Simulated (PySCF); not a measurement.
**Working out the ionisation energy of Co+**

Co+ [Ar] 3d8 (3F) → Co(2+) [Ar] 3d7 (4F). Calculation: PySCF 2.14, in 6-31G*; no relativity, point nucleus. Frozen: [Ar]. Energies in hartree (1 hartree = 27.21139 eV):

```
             part   Co+ (lower)  Co(2+) (upper)
              UHF  -1380.860532    -1380.394499
MP2 opposite-spin     -0.096541       -0.053690
    MP2 same-spin     -0.058521       -0.040234
```

What does Hartree-Fock give?

(-1380.394499) − (-1380.860532) = 0.466033 hartree = 12.681 eV.

What do MP2 and SCS-MP2 (6/5 opposite-spin, 1/3 same-spin) give?

The opposite-spin parts differ by 1.166 eV and the same-spin parts by 0.498 eV. MP2: 12.681 + (1.166) + (0.498) = 14.345 eV. SCS-MP2: 12.681 + 1.2 × (1.166) + (0.498)/3 = 14.246 eV.

Reference: 17.084 eV (measured; NIST Atomic Spectra Database, ionization energies), between the lowest levels; spin-orbit coupling is absent from the calculation.

The calculation is non-relativistic.

What remains against the reference includes basis incompleteness, the frozen core and correlation beyond second order.
